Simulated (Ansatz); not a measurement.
Start from `N[SiH2]CF` and change one atom or group to get `FC[SiH2]F`.

Ansatz, PBE0-D4/def2-TZVP geometries, multiplicity 1. Each molecule was computed in one conformer, which needn't be the lowest.

```
                                                                                  property  `N[SiH2]CF`
                                                        LUMO energy (PBE0/def2-TZVPP) / eV         0.36
                                                         HOMO energy (PBE/def2-TZVPP) / eV        -6.05
                                                         LUMO energy (PBE/def2-TZVPP) / eV        -0.51
ideal-gas entropy at 298 K and 1 bar (rigid rotor, harmonic PBE0-D4/def2-TZVP) / J/(mol·K)          326
                                                     LUMO energy (ωB97M-V/def2-TZVPP) / eV         1.92
                                                        HOMO energy (PBE0/def2-TZVPP) / eV        -7.48
```

(1) What does the change do to each property? (Best estimate.)

## Answers

(1) Computed: 
| property | `FC[SiH2]F` | shift |
| --- | --- | --- |
| LUMO energy (PBE0/def2-TZVPP) / eV | 0.09 | -0.27 |
| HOMO energy (PBE/def2-TZVPP) / eV | -7.29 | -1.24 |
| LUMO energy (PBE/def2-TZVPP) / eV | -0.81 | -0.30 |
| ideal-gas entropy at 298 K and 1 bar (rigid rotor, harmonic PBE0-D4/def2-TZVP) / J/(mol·K) | 309 | -17 |
| LUMO energy (ωB97M-V/def2-TZVPP) / eV | 1.82 | -0.10 |
| HOMO energy (PBE0/def2-TZVPP) / eV | -8.86 | -1.38 |

With PBE0 the HOMO falls by 1.38 eV and the LUMO falls by 0.27 eV, so the gap widens by about 1.11 eV. PBE moves the HOMO by -1.24 eV and ωB97M-V by -1.33 eV. The zero-point energy changes by -60.7 kJ/mol with -6 modes.
